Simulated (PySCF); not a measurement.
PySCF input for Si(F)2(H)(NCO) (CHF₂NOSi), SMILES F[SiH](F)N=C=O, PBE0/pcSseg-1. Geometry: B3LYP-D3(BJ)/def2-SVP. The values are those of a single conformer.

```python
import numpy as np
from pyscf import gto, scf, dft
from pyscf.prop.nmr import rks as nmr

mol = gto.M(
    atom='''
    Si   -0.92504980   -0.36344535   -0.00000000
    F    -1.53141060    0.37343300    1.29465520
    F    -1.53141060    0.37343300   -1.29465520
    N     0.75934881   -0.17257203    0.00000000
    C     1.94848995    0.00426683    0.00000000
    O     3.10371828    0.16555001   -0.00000000
    H    -1.32003965   -1.77555602   -0.00000000
    ''',
    basis='pcSseg-1',
    charge=0,
    spin=0,
    max_memory=1600,
    verbose=3,
)
mf = dft.RKS(mol, xc='pbe0')
mf.grids.level = 3
mf.conv_tol = 1e-10
mf.max_cycle = 100
mf.kernel()
n = nmr.NMR(mf)
n.verbose = 2
n.max_cycle_cphf = 60
sigma = n.kernel()
print('atom   isotropic/ppm   span/ppm')
for i, s in enumerate(sigma):
    w = np.linalg.eigvalsh((s + s.T) / 2)
    print(f'{mol.atom_symbol(i):2s}{i + 1:3d} {w.mean():14.3f} {w[2] - w[0]:11.3f}')
```

Output:

```
converged SCF energy = -657.499528317295
atom   isotropic/ppm   span/ppm
Si  1        424.522      30.295
F   2        312.100     145.403
F   3        312.100     145.403
N   4        214.889     190.397
C   5         60.325     326.213
O   6        186.186     296.620
H   7         26.775       9.739
```

The run converged.

Cost: around 15 core-seconds (rough).
